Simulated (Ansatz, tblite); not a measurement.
Cost and result up the ladder for Si28H34, a nanocrystal cut from hexagonal silicon (62 atoms). The state is a singlet with charge 0. Geometry: r2SCAN-D4/def2-SVP.

Cartesian coordinates in Å:
```
Si 0.156 -5.127 0.687
Si -2.111 -4.576 0.402
Si -1.299 -3.293 -3.139
Si -2.276 -2.742 -1.056
Si 1.260 -3.301 1.669
Si 0.255 -2.792 3.750
Si 2.100 -2.008 -1.864
Si 0.501 -1.849 -3.582
Si 1.102 -1.465 0.210
Si -1.164 -0.911 -0.090
Si -0.605 -0.605 3.709
Si -2.188 -0.402 1.982
Si -0.312 0.360 -3.647
Si -1.312 0.906 -1.574
Si -3.580 1.424 -1.893
Si -3.041 1.788 1.913
Si -4.615 1.934 0.172
Si 3.870 -0.525 -2.311
Si 2.165 0.389 1.190
Si 1.149 0.903 3.267
Si 3.039 1.676 -2.359
Si 1.458 1.843 -4.093
Si 2.035 2.216 -0.286
Si -0.238 2.745 -0.579
Si 0.334 3.110 3.223
Si -1.256 3.264 1.496
Si 3.111 4.056 0.698
Si 2.113 4.583 2.778
H 0.291 -6.344 1.551
H 0.758 -5.432 -0.652
H -2.865 -5.747 -0.153
H -2.701 -4.227 1.735
H -0.827 -4.715 -3.118
H -2.328 -3.161 -4.221
H -3.718 -2.374 -1.259
H 2.711 -3.619 1.881
H -0.843 -3.771 4.039
H 1.279 -2.912 4.837
H 2.620 -3.415 -1.799
H 1.143 -2.184 -4.897
H -1.243 -0.253 5.022
H -3.316 -1.368 2.210
H -1.353 0.465 -4.724
H -4.273 0.266 -2.544
H -3.683 2.601 -2.814
H -3.669 2.126 3.234
H -5.736 0.973 0.428
H -5.189 3.317 0.119
H 4.484 -0.861 -3.636
H 4.926 -0.651 -1.255
H 3.610 0.060 1.429
H 2.191 0.777 4.341
H 4.168 2.632 -2.614
H 2.099 1.487 -5.400
H 0.942 3.247 -4.186
H -0.347 3.941 -1.481
H -0.316 3.434 4.536
H -1.780 4.669 1.422
H 4.561 3.736 0.897
H 3.017 5.235 -0.222
H 3.137 4.479 3.867
H 1.605 5.992 2.750
```

Ansatz on 4 threads of AMD EPYC 7R13 on a shared host and a share (37 GiB) of an NVIDIA H100 80GB HBM3; xTB runs through tblite on one thread. Times are rough, summed over both states, and most runs start from the orbitals of an earlier one. PBE0-D4/def2-SVP serves as the yardstick here, not as an exact answer. The other state is a triplet.

The xTB rows come from tblite. Single mean-field runs in def2-SVP are fitted with def2-universal-jkfit.

xTB has no spin-polarisation term.

```csv
level,functions,vertical triplet (eV),difference from PBE0-D4/def2-SVP (eV)
GFN1-xTB,320,2.42,-1.72
PBE0-D4/def2-SVP,674,4.14,0.00
GFN2-xTB,286,2.62,-1.52
PBE-D4/def2-SVP,674,3.48,-0.66
```

**Question.** Estimate how long each takes.

**Answer.** GFN1-xTB 1.9 s; GFN2-xTB 3.1 s; PBE-D4/def2-SVP 14 s; PBE0-D4/def2-SVP 35 s. On shared hardware such times vary by a factor of up to 3.
